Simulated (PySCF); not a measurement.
H3O3Ti (SMILES [OH][Ti]([OH])[OH]), doublet, at a GFN2-xTB geometry (such geometries of metal compounds can be far from the true shape) (the multiplicity is a formal guess); CAMB3LYP/STO-3G in PySCF.

PySCF was given this input:
```python
from pyscf import gto, scf, dft

mol = gto.M(
    atom='''
Ti   -0.000000    0.000000   -0.000000
O     1.489087   -0.021143   -0.870792
H     2.314539   -0.497079   -0.737536
O    -0.188850   -0.976431    1.409618
H    -0.921357   -1.103444    2.020309
O    -1.300237    0.997575   -0.538826
H    -1.393182    1.600523   -1.282773
''',
    basis='sto-3g',
    charge=0,
    spin=1,
    verbose=4,
)

mf = dft.UKS(mol)
mf.xc = 'camb3lyp'
mf.kernel()
```

What does PySCF print? Leave out banner, timings and long lists.


```
PySCF version 2.14.0

[INPUT] verbose = 4
[INPUT] num. atoms = 7
[INPUT] num. electrons = 49
[INPUT] charge = 0
[INPUT] spin (= nelec alpha-beta = 2S) = 1
[INPUT] symmetry False subgroup None
[INPUT] Mole.unit = angstrom
[INPUT] Symbol           X                Y                Z      unit          X                Y                Z       unit  Magmom
[INPUT]  1 Ti     0.000000000000   0.000000000000   0.000000000000 AA    0.000000000000   0.000000000000   0.000000000000 Bohr   0.0
[INPUT]  2 O      1.489087000000  -0.021143000000  -0.870792000000 AA    2.813966605650  -0.039954479452  -1.645558391462 Bohr   0.0
[INPUT]  3 H      2.314539000000  -0.497079000000  -0.737536000000 AA    4.373844814625  -0.939343172273  -1.393741047007 Bohr   0.0
[INPUT]  4 O     -0.188850000000  -0.976431000000   1.409618000000 AA   -0.356874778624  -1.845187169535   2.663791960257 Bohr   0.0
[INPUT]  5 H     -0.921357000000  -1.103444000000   2.020309000000 AA   -1.741112392951  -2.085206953795   3.817830696994 Bohr   0.0
[INPUT]  6 O     -1.300237000000   0.997575000000  -0.538826000000 AA   -2.457091827026   1.885143538713  -1.018233568795 Bohr   0.0
[INPUT]  7 H     -1.393182000000   1.600523000000  -1.282773000000 AA   -2.632732421674   3.024550126067  -2.424089649987 Bohr   0.0

nuclear repulsion = 230.673308479515
number of shells = 20
number of NR pGTOs = 108
number of NR cGTOs = 36
basis = sto-3g
ecp = {}

******** <class 'pyscf.dft.uks.UKS'> ********
method = UKS
initial guess = minao
damping factor = 0
level_shift factor = 0
DIIS = <class 'pyscf.scf.diis.CDIIS'>
diis_start_cycle = 1
diis_space = 8
diis_damp = 0
SCF conv_tol = 1e-09
SCF conv_tol_grad = None
SCF max_cycles = 50
direct_scf = True
direct_scf_tol = 1e-13
number electrons alpha = 25  beta = 24
XC library pyscf.dft.libxc version 7.1.2
    S. Lehtola, C. Steigemann, M. J. T. Oliveira, and M. A. L. Marques,  SoftwareX 7, 1–5 (2018)
XC functionals = camb3lyp
    T. Yanai, D. P. Tew, and N. C. Handy,  Chem. Phys. Lett. 393, 51 (2004)
radial grids:
    Treutler-Ahlrichs [JCP 102, 346 (1995); DOI:10.1063/1.469408] (M4) radial grids

becke partition: Becke, JCP 88, 2547 (1988); DOI:10.1063/1.454033
pruning grids: <function nwchem_prune>
grids dens level: 3
symmetrized grids: False
atomic radii adjust function: <function treutler_atomic_radii_adjust>
small_rho_cutoff = 0
Set gradient conv threshold to 3.16228e-05
tot grids = 92576
init E= -1064.43245604911

cycle= 1 E= -1064.82781142068  delta_E= -0.395  |g|= 0.648  |ddm|= 2.59
cycle= 2 E= -1064.64582118951  delta_E= 0.182  |g|= 0.97  |ddm|= 1.73
cycle= 3 E= -1065.11237888257  delta_E= -0.467  |g|= 0.0458  |ddm|= 0.973
cycle= 4 E= -1065.11438722518  delta_E= -0.00201  |g|= 0.0122  |ddm|= 0.113
cycle= 5 E= -1065.11456602986  delta_E= -0.000179  |g|= 0.00229  |ddm|= 0.0386
cycle= 6 E= -1065.11457967117  delta_E= -1.36e-05  |g|= 0.000432  |ddm|= 0.0149
cycle= 7 E= -1065.11458018322  delta_E= -5.12e-07  |g|= 0.000104  |ddm|= 0.00213
cycle= 8 E= -1065.11458021603  delta_E= -3.28e-08  |g|= 2.17e-05  |ddm|= 0.000492
cycle= 9 E= -1065.1145802172  delta_E= -1.17e-09  |g|= 4.86e-06  |ddm|= 0.000114
cycle= 10 E= -1065.11458021722  delta_E= -2.05e-11  |g|= 3.31e-06  |ddm|= 1.3e-05
Extra cycle  E= -1065.11458021722  delta_E= 1.59e-12  |g|= 3.33e-06  |ddm|= 7.95e-06
converged SCF energy = -1065.11458021722  <S^2> = 0.75411524  2S+1 = 2.004111
```
